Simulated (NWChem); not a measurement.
# SnN₂H₄, singlet; SMILES [Sn]([NH2])[NH2]

```xyz
7

Sn     0.0000     0.0000    -0.3773
N      1.4902     0.0000     1.0090
H      2.4729     0.0000     0.7585
H      1.3724     0.0000     2.0175
N     -1.4902     0.0000     1.0090
H     -1.3724     0.0000     2.0175
H     -2.4729     0.0000     0.7585
```
Atoms are numbered in this order, from 1.

Level: PBE0/def2-SVP with def2 effective core potentials on Sn (NWChem), optimised geometry, unscaled harmonic frequencies. Low-valent species are run as closed-shell singlets; no triplet was tried in these runs. def2 effective core potentials on Sn; no spin-orbit coupling.

| frequency (cm⁻¹) | IR intensity (km/mol) |
|---|---|
| 188 | 0.0 |
| 194 | 1.2 |
| 277 | 429.2 |
| 326 | 0.0 |
| 436 | 2.5 |
| 579 | 3.6 |
| 599 | 93.3 |
| 604 | 42.0 |
| 701 | 69.4 |
| 1500 | 16.6 |
| 1520 | 8.7 |
| 3589 | 4.4 |
| 3591 | 15.3 |
| 3708 | 14.3 |
| 3709 | 23.6 |

```json
{
  "zero_point_energy": "30.8 kcal/mol",
  "thermal correction to the enthalpy at 298.15 K (with zero-point energy)": "34.9 kcal/mol",
  "heat capacity Cv": "18.5 cal/(mol K)",
  "entropy at 298.15 K and 1 atm (symmetry number 2)": "74.1 cal/(mol K)"
}
```

Rigid rotor and harmonic oscillator.
